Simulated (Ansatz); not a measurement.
Gas-phase electronic energies from Ansatz, PBE0-D4/def2-TZVP geometries. CCSD(T)/CBS adds triple-zeta CCSD(T) − MP2 to the extrapolated MP2 energy (def2 sets, frozen cores). DFT in def2-TZVPP. For Br, Ge outer-core shells are correlated without core-valence functions, which leaves a few kJ/mol of doubt a bond. Scalar relativity is left out up to krypton. One conformer a species, not always the lowest.

Consider the ligand exchange at a Ge–Br bond: `[Cl][Ge][Br]` + dimethylamine → `C[N](C)[Ge][Cl]` + HBr.

| level | ΔE (kJ/mol) |
| --- | --- |
| revPBE | 59.4 |
| RPA@PBE/def2-TZVPP | 29.3 |
| MP2/def2-SVP | 22.1 |
| CCSD/CBS(def2) | 42.0 |

(1) What does CCSD(T)/CBS give? (Best estimate.)

Largest T1 diagnostic among the species: 0.014.

Results:

(1) Ansatz gave: +36.7 kJ/mol. The listed levels differ from it by 22.7, -7.4, -14.6, 5.3 kJ/mol.

In def2-TZVPP, CCSD(T) changes the Hartree–Fock value by −37.8 kJ/mol (the triples alone add −5.3 kJ/mol) and MP2 by −41.3 kJ/mol. At CCSD(T), def2-SVP lies −12.1 kJ/mol from the extrapolated value and def2-TZVPP −5.6 kJ/mol.
